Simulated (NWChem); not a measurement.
The numbers come from NWChem runs, not from measurements. System: pyrazole (C$_{3}$H$_{4}$N$_{2}$), charge 0, spin multiplicity 1, at a geometry optimised with PBE/def2-SVP. Level: MP2/def2-TZVP, 5 core orbitals frozen.

Input file:

```
start mol
memory heap 200 mb stack 900 mb global 1100 mb
geometry units angstroms nocenter noautoz
  C     -0.064630    -1.207003     0.000000
  C     -1.134068    -0.271986     0.000000
  N     -0.693551     0.994906     0.000000
  N      0.645032     0.876037     0.000000
  C      1.082652    -0.417086     0.000000
  H     -0.116886    -2.300798     0.000000
  H     -2.213859    -0.469830     0.000000
  H      1.217754     1.720866     0.000000
  H      2.148897    -0.670385     0.000000
  symmetry group Cs
end
basis spherical
  * library def2-tzvp
end
scf
  rhf
  nopen 0
  maxiter 100
  thresh 1e-7
  semidirect memsize 60000000 filesize 0
end
mp2
  freeze core 5
end
task mp2 energy
```

Part of the output:

```
             Northwest Computational Chemistry Package (NWChem) 7.3.0
             --------------------------------------------------------

                                NWChem Input Module
                                -------------------

 Scaling coordinates for geometry "geometry" by  1.889725989
 (inverse scale =  0.529177249)

 Turning off AUTOSYM since
 SYMMETRY directive was detected!

                             Geometry "geometry" -> ""
                             -------------------------

 Output coordinates in angstroms (scale by  1.889725989 to convert to a.u.)

  No.       Tag          Charge          X              Y              Z
 ---- ---------------- ---------- -------------- -------------- --------------
    1 C                    6.0000    -0.06463000    -1.20700300     0.00000000
    2 C                    6.0000    -1.13406800    -0.27198600     0.00000000
    3 N                    7.0000    -0.69355100     0.99490600     0.00000000
    4 N                    7.0000     0.64503200     0.87603700     0.00000000
    5 C                    6.0000     1.08265200    -0.41708600     0.00000000
    6 H                    1.0000    -0.11688600    -2.30079800     0.00000000
    7 H                    1.0000    -2.21385900    -0.46983000     0.00000000
    8 H                    1.0000     1.21775400     1.72086600     0.00000000
    9 H                    1.0000     2.14889700    -0.67038500     0.00000000

 Effective nuclear repulsion energy (a.u.)     162.0477235803

            Nuclear Dipole moment (a.u.)
            ----------------------------
        X                 Y               Z
 ---------------- ---------------- ----------------
    -0.0000056692     0.0000075589     0.0000000000

      Symmetry information
      --------------------

 Group name             Cs
 Group number              2
 Group order               2
 No. of unique centers     9

      Symmetry unique atoms

     1    2    3    4    5    6    7    8    9


 Summary of "ao basis" -> "" (spherical)
 ------------------------------------------------------------------------------
[...]
     1   1 0 0      0.916628      0.000000     -0.000006
     1   0 1 0     -0.293433      0.000000      0.000008
     1   0 0 1      0.000000      0.000000      0.000000

     2   2 0 0    -18.011233      0.000000    114.522632
     2   1 1 0      3.397938      0.000000      2.495638
     2   1 0 1      0.000000      0.000000      0.000000
     2   0 2 0    -20.486906      0.000000    112.327539
     2   0 1 1      0.000000      0.000000      0.000000
     2   0 0 2    -24.437687      0.000000      0.000000

                   NWChem MP2 Semi-direct Energy/Gradient Module
                   ---------------------------------------------

  Basis functions       =    179
  Molecular orbitals    =    179
  Frozen core           =      5
  Frozen virtuals       =      0
  Active alpha occupied =     13
  Active beta occupied  =     13
  Active alpha virtual  =    161
  Active beta virtual   =    161
  Use MO symmetry       = T
  Use skeleton AO sym   = T

  AO/Fock/Back tols     =   1.0D-09  1.0D-09  1.0D-09

 GA uses MA = F    GA memory limited = T

 Available:
  local mem=  1.26D+08
 global mem=  1.44D+08
 local disk=  0.00D+00
  mp2_memr nvloc                   161
  nvloc new                   161
   1 passes of  13:        5242880                     169971                 113657798.
   1 passes of  13: M    126043417           G      144115118           F     120800537.

 Semi-direct pass number   1 of   1  for RHF alpha+beta  at       39.1s
  vrange nnbf                 15964
  mp2_eaftype                   433  avail_ma_in_mb                  1098
 EAF : mp2_eaftype filesize         433   56828899.
  mp2_eaf for mointskh                    433
Node 0 wrote    267.3 Mb in      0.1 s     Agg I/O rate:  3310.4 Mb/s
 Done moints_semi at       54.3s
  mp2_eaftype                   433  avail_ma_in_mb                   665
 EAF : mp2_eaftype filesize         433   56828899.
  mp2_eaf for kh                   433
 Done maket at       55.0s
 Done multipass loop at       55.0s

          -------------------------------------------
          SCF energy                -224.874638556903
          Correlation energy          -0.877015006932
          Singlet pairs               -0.535181980442
          Triplet pairs               -0.341833026491
          Total MP2 energy          -225.751653563836
          -------------------------------------------

          ---------------------------------------------------
                    Spin Component Scaled (SCS) MP2
          Same spin pairs                     -0.227888684327
          Same spin scaling factor             0.333333333333
          Opposite spin pairs                 -0.649126322605
          Opposite spin scaling fact.          1.200000000000
          SCS-MP2 correlation energy          -0.854914481902
          Total SCS-MP2 energy              -225.729553038805
          ---------------------------------------------------

 -----------------------
 Performance information
 -----------------------

 Timer overhead =  9.64D-08 seconds/call

               Nr. of calls         CPU time (s)                 Wall time (s)                GFlops
             ---------------    -------------------     ------------------------------   -------------------
Name         Min   Avg   Max    Min     Avg     Max     Min     Avg     Max   Mx/calls   Min     Max     Sum
mp2: moin     1     1     1    15.     15.     15.      15.     15.     15.     15.      0.0     0.0     0.0
mp2: make     1     1     1   0.69    0.69    0.69     0.69    0.69    0.69    0.69      0.0     0.0     0.0
mp2: tota     1     1     1    16.     16.     16.      16.     16.     16.     16.      0.0     0.0     0.0

 The average no. of pstat calls per process was 3.00D+00
 with a timing overhead of 2.89D-07s

 Task  times  cpu:       55.0s     wall:       55.0s

 Total times  cpu:       55.0s     wall:       55.0s
```
